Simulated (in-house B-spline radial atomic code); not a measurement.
The numbers below are computed, except where a source is named.
**Ge in an electron gas of r_s = 2.67: phase shifts, screening, friction and resistivity**

A nucleus sits in a uniform electron gas with a rigid positive background. The Kohn-Sham equations are solved self-consistently in the spin-unpolarised LDA (PW92), non-relativistic, on B-splines with outgoing waves at the boundary and partial waves to l = 8. The model has no lattice, no bands and no magnetic solution. Atomic units; δ_l are the phase shifts at the Fermi level, counted so that each bound state adds π, and good to about 0.0005.

The density parameter is r_s = 2.67 bohr, near that of the valence electrons of Cu (1 per atom, density 8.96 g/cm³, mass 63.55 u, which gives r_s = 2.67).

```json
{"l": "0", "δ_l (rad)": "10.5904"}
{"l": "1", "δ_l (rad)": "7.6822"}
{"l": "2", "δ_l (rad)": "3.2887"}
{"l": "3", "δ_l (rad)": "0.0229"}
{"l": "4", "δ_l (rad)": "0.0028"}
{"l": "5", "δ_l (rad)": "0.0004"}
{"l": "6", "δ_l (rad)": "0.0002"}
{"l": "7", "δ_l (rad)": "0.0002"}
{"l": "8", "δ_l (rad)": "0.0002"}
```

Bound levels below the band bottom (hartree): p -43.32, s -5.577, p -3.811, d -0.7356, s -0.121 and deeper ones.

Q: Check the Friedel sum rule, and say where the screening charge sits.

A: k_F = (9π/4)^(1/3)/r_s = 0.71879. The rule is Z = (2/π) Σ (2l + 1) δ_l. The terms are s 6.742, p 14.672, d 10.468, f 0.102 and 0.025 beyond, in all 32.009 against Z = 32. Bound states hold 8 s, 12 p, 10 d electrons, so the scattering states carry 2.01 in all; where a term is smaller than its bound count, the bound level has drawn weight out of the band.

Q: Find the transport cross section and the electronic stopping of a 10 keV Ge ion (mass 72.63 u).

A: σ_tr = (4π/k_F²) Σ (l + 1) sin²(δ_l − δ_(l+1)). The terms for l = 0 to 3 are 0.0535, 1.8034, 0.0460, 0.0016, all together 1.9046, so σ_tr = 24.323 × 1.9046 = 46.325 bohr². With n = 3/(4π r_s³) = 0.01254, the friction coefficient is Q = n k_F σ_tr = 0.4176. For v well below v_F = 0.719, dE/dx = Q v; with 24801 eV per u at v = 1, v = √(10000/(24801 × 72.63)) = 0.0745, so dE/dx = 0.03112 hartree/bohr = 16 eV/nm. The largest term couples the p and d waves.

Q: What residual resistivity would 1 atomic per cent of such centres give in Cu?

A: Δρ = k_F n_i σ_tr/n in atomic units of 21.74 μΩ·cm. With one host atom per 1 electron, n_i/n = 0.01/1, so Δρ = 0.7188 × 0.01000 × 46.325 × 21.74 = 7.24 μΩ·cm. This is an atom added to the gas, as on an interstitial site.

Q: On a substitutional site the background of one host ion, a sphere holding 1 charge, is taken out. The phase shifts for l = 0 to 4 become 10.4689, 7.3616, 3.2109, 0.0105, 0.0015. What follows?

A: The Friedel sum is now 31.00, for Z − 1 = 31. The sum in σ_tr is 1.4445, so σ_tr = 35.13 bohr² and Δρ = 5.49 μΩ·cm per atomic per cent, 0.76 times the value above. A real host ion scatters too, so this model doesn't give zero even for the host's own atom.
